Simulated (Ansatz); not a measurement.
`C[Si](C)(Cl)C#N` + HCl → `C[Si](Cl)(Cl)C#N` + CH₄  (ligand exchange at the Si–C bond)

Isolated molecules relaxed with PBE0-D4/def2-TZVP in Ansatz; ΔE leaves out vibrations. CBS: MP2 limit from def2 TZ/QZ plus the TZ coupled-cluster correction, frozen cores. This one scheme is used for every species. Functionals use def2-TZVPP. HSE06 is defined as in plane-wave codes.

```json
{"level": "B97M-V", "ΔE (kJ/mol)": "-96.4", "difference from CCSD(T)/CBS": "-7.3"}
{"level": "HSE06-D4", "ΔE (kJ/mol)": "-89.3", "difference from CCSD(T)/CBS": "-0.2"}
{"level": "CAM-B3LYP-D4", "ΔE (kJ/mol)": "-89.6", "difference from CCSD(T)/CBS": "-0.5"}
{"level": "BHLYP", "ΔE (kJ/mol)": "-92.5", "difference from CCSD(T)/CBS": "-3.4"}
{"level": "RPA@PBE/def2-TZVPP", "ΔE (kJ/mol)": "-83.8", "difference from CCSD(T)/CBS": "5.3"}
{"level": "HF/def2-SVP", "ΔE (kJ/mol)": "-93.8", "difference from CCSD(T)/CBS": "-4.7"}
{"level": "CCSD/def2-SVP", "ΔE (kJ/mol)": "-89.6", "difference from CCSD(T)/CBS": "-0.5"}
{"level": "MP2/def2-TZVPP", "ΔE (kJ/mol)": "-92.4", "difference from CCSD(T)/CBS": "-3.3"}
{"level": "CCSD/def2-TZVPP", "ΔE (kJ/mol)": "-86.0", "difference from CCSD(T)/CBS": "3.1"}
{"level": "MP2/def2-QZVPP", "ΔE (kJ/mol)": "-93.8", "difference from CCSD(T)/CBS": "-4.7"}
{"level": "CCSD(T)/CBS", "ΔE (kJ/mol)": "-89.1", "difference from CCSD(T)/CBS": "0"}
```

Largest T1 diagnostic among the species: 0.011.

Leaving LDA and LC-ωPBE aside and taking each functional with its dispersion term where it has one, the values, not all of them listed here, spread over 7.4 kJ/mol, from B97M-V to ωB97X-V. LDA lies +5.1 kJ/mol from PBE without D4.
